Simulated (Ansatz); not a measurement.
```yaml
crystal:
  periodic: [false, false, false]
  atoms:
    - {symbol: Na, position_ang: [3.523956, -0.303106, 1.717364]}
    - {symbol: Na, position_ang: [1.561762, -0.970683, -0.985908]}
    - {symbol: Na, position_ang: [0.312800, 0.813006, 1.899348]}
    - {symbol: Na, position_ang: [-2.946578, 1.833470, 1.864042]}
    - {symbol: Na, position_ang: [-0.579298, -1.533651, -3.577857]}
    - {symbol: Na, position_ang: [-1.872652, 0.160963, -0.916981]}
basis:
  gaussian: {orbitals: def2-mTZVPP}
total_charge: -1
magnetization: {spin_polarized: true, initial_magnetization: 1}
hamiltonian: {xc: {name: revPBE}}
scf: {omitted_lower_state_checks: [starts]}
```

```sh
$ ansatz run in.yaml --threads 4 --pin off --events-out ev --progress --plain --max-ram 3916MiB
```

It prints (some lines left out):

```
Functional definition: revPBE
1086 factors; their error is unknown
mean field evaluation 1: about -26491.6823 eV, gradient 6.8e0 eV
mean field evaluation 2: about -26491.3777 eV, gradient 6.3e0 eV
mean field evaluation 4: about -26491.9657 eV, gradient 1.7e-1 eV
mean field evaluation 8: about -26491.9677 eV, gradient 1.6e-1 eV
mean field evaluation 16: about -26491.9192 eV, gradient 8.8e-4 eV
mean field -26491.91915527 eV, -973.5600720884 hartree, gradient 2.8e-6 eV, S^2 0.807368; 0 other end points of the search recorded, 0 dependent functions left out
reference -26491.91921608 eV, -973.5600743233 hartree; 34, 33 occupied and 50, 51 virtual orbitals, 1086 factors
Total energy: -26491.91921608 eV, -973.5600743233 hartree
Checks for a lower state left out: starts
```

Run time 2.8 s (4 threads of Arm Neoverse V2 on a shared host).

The highest occupied level of an anion often lies above zero with these methods, and sets without diffuse functions describe the outer electron poorly.
